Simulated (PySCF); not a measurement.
Input of a run (PBE0-D3(BJ)/def2-SVP geometry optimisation, gas phase (PySCF 2.14.0)), started from a GFN2-xTB structure with every atom displaced at random (by about 0.01 Å):
```
{"job": {"xc": "PBE0", "basis": "def2-SVP", "d3": "d3bj", "grid": 1, "shake": 0.01, "kind": "geom"}, "charge": 0, "multiplicity": 1}
B      2.126950    -0.166840     0.121960
C      0.587430     0.017550     0.043830
C     -0.290530     1.036700     0.230960
F     -0.090140     2.322420     0.570830
C     -1.527090     0.283720    -0.051180
C     -0.577610    -0.907180    -0.278020
H      2.780080     0.776970     0.398390
H      2.605400    -1.176470    -0.112690
H     -2.209050     0.196650     0.821600
H     -2.087000     0.621630    -0.903400
H     -0.583970    -1.300870    -1.283250
H     -0.694780    -1.732550     0.431950
```

Output (energies in Eh, forces in Eh/bohr):
```
step   0  E = -280.13256452  max force = 0.037775
step   1  E = -280.13611058  max force = 0.016464
step   2  E = -280.13762772  max force = 0.010641
step   3  E = -280.13830330  max force = 0.003967
step   4  E = -280.13851860  max force = 0.001690
step   5  E = -280.13860026  max force = 0.000919
step   6  E = -280.13861902  max force = 0.000794
step   7  E = -280.13863211  max force = 0.000430
optimisation converged
```

Q: Summarise the run.

A: The energy falls by 15.9 kJ/mol over 8 energy and gradient evaluations, the largest force component goes from 0.0378 to 4.3e-04 Eh/bohr, and the atoms move by 0.043 Å rms after alignment. The bond that changes most is B1–H8 (three-coordinate boron to B–H hydrogen), which lengthens by 0.069 Å. Bonds longer at the end by more than 0.005 Å: 8 of 12; shorter: 3. Among the angles that change most is B1–C2–C6, from 134.2° to 137.5°. The energy never rose by more than 1e-6 Eh on the way. The first step brought 58 % of the lowering.

Q: What are the final bond lengths?

A: B1–C2 1.522 Å, C2=C3 1.357 Å, C3–F4 1.307 Å, C3–C5 1.487 Å, C5–C6 1.559 Å, C2–C6 1.534 Å, B1–H7 1.209 Å, B1–H8 1.210 Å, C5–H9 1.102 Å, C5–H10 1.102 Å, C6–H11 1.101 Å, C6–H12 1.100 Å. Numbering counts from 1 in the input's order; the species is `BC1=C(F)CC1`.

The run used 114 basis functions and 56 SCF cycles in all. Time: 32 s; peak memory 0.47 GiB. Hardware: an Arm Neoverse V2 with one thread, shared host with 96 logical CPUs at a one-minute load of 38.

No PBE0-D3(BJ)/def2-SVP frequencies stand behind this structure, so it isn't proved a minimum.
